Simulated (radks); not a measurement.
Ionisation of the mercury ion Hg+, [Xe] 4f14 5d10 6s1, to [Xe] 4f14 5d10 as the strength of local exchange is varied. Calculated with a radial shooting solver on a logarithmic mesh with Libxc functionals: Dirac Kohn-Sham, Slater X-alpha exchange (alpha = 2/3 is LDA exchange), no correlation, spin-unpolarised, spherical densities, finite nucleus; Fermi nuclear charge, rms radius 5.4648 fm.

| alpha | E(Hg+) (hartree) | exchange (hartree) | IE (eV) | -e of the level emptied (eV) | <r> of it (bohr) |
|---|---|---|---|---|---|
| 0.62 | -19613.0691 | -328.8676 | 17.744 | 13.498 (6s1/2) | 2.551 |
| 0.651 | -19629.5198 | -345.6173 | 18.036 | 13.776 (6s1/2) | 2.535 |
| 0.667 | -19638.0161 | -354.2736 | 18.188 | 13.921 (6s1/2) | 2.527 |
| 0.711 | -19661.4012 | -378.1187 | 18.607 | 14.322 (6s1/2) | 2.505 |
| 0.749 | -19681.6210 | -398.7592 | 18.973 | 14.673 (6s1/2) | 2.486 |
| 0.801 | -19709.3257 | -427.0749 | 19.478 | 15.158 (6s1/2) | 2.460 |
| 0.849 | -19734.9357 | -453.2850 | 19.950 | 15.613 (6s1/2) | 2.437 |
| 1 | -19815.7280 | -536.1911 | 21.463 | 17.079 (6s1/2) | 2.367 |

NIST Atomic Spectra Database: 18.757 eV (measured). The Delta-SCF value meets it near alpha = 0.73. Spin polarisation and multiplet splitting are left out, so open shells lie too high by an amount that depends on their filling.

Beside tabulated values, note that spin-unpolarised runs miss the spin-polarisation part of the exchange energy of open shells.
